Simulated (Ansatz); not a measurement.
Consider the atomization: `[BH2][GeH2][CH2][SiH3]` → B• + C• + Ge• + 9 H• + Si•.

Program: Ansatz. Geometries: PBE0-D4/def2-TZVP. ΔE: electronic, gas phase. CCSD(T)/CBS adds triple-zeta CCSD(T) − MP2 to the extrapolated MP2 energy (def2 sets, frozen cores). This one scheme is used for every species, atoms too. DFT in def2-TZVPP. No spin–orbit coupling; open shells (•) take unrestricted orbitals. Spin–orbit coupling would lower the free atoms: a little for B, C, Si; clearly for Ge. Bonds to Ge are less sure, by a few kJ/mol each and by 10 to 20 or more in all where they break to atoms, as the def2 sets lack core-valence functions. Scalar relativity is left out up to krypton. Each species was taken in one conformer, which may not be the lowest.

```tsv
level	ΔE (kcal/mol)	difference from CCSD(T)/CBS
PBE-D4	971.2	-5.7
ωB97X-V	981.9	5.0
ωB97M-V	975.2	-1.7
PBE	964.7	-12.2
PBE0	964.2	-12.7
HF/def2-TZVPP	750.9	-226.0
MP2/def2-TZVPP	954.2	-22.7
MP2/def2-QZVPP	965.0	-11.9
MP2/CBS(def2)	972.8	-4.1
CCSD/CBS(def2)	968.3	-8.6
CCSD(T)/CBS	976.9	0
```

Largest T1 diagnostic among the species: 0.014.

The D4 term adds +10.4 kcal/mol with B3LYP and +5.5 kcal/mol with PBE0; it sums over pairs of atoms, weighted by their polarisabilities, and B3LYP, whose exchange is more repulsive, gets the larger term. In def2-TZVPP, CCSD(T) changes the Hartree–Fock value by +207.4 kcal/mol (the triples alone add +8.6 kcal/mol) and MP2 by +203.3 kcal/mol; breaking electron pairs costs correlation energy, which Hartree–Fock lacks.

B3LYP here is the variant with VWN-RPA as its local correlation; programs differ in this.

For atomizations the MP2-based limit and the directly extrapolated one differ by several kJ/mol either way, and by 10 to 25 for some Ge, Se and Sn compounds, so smaller differences from it don't rank the levels.
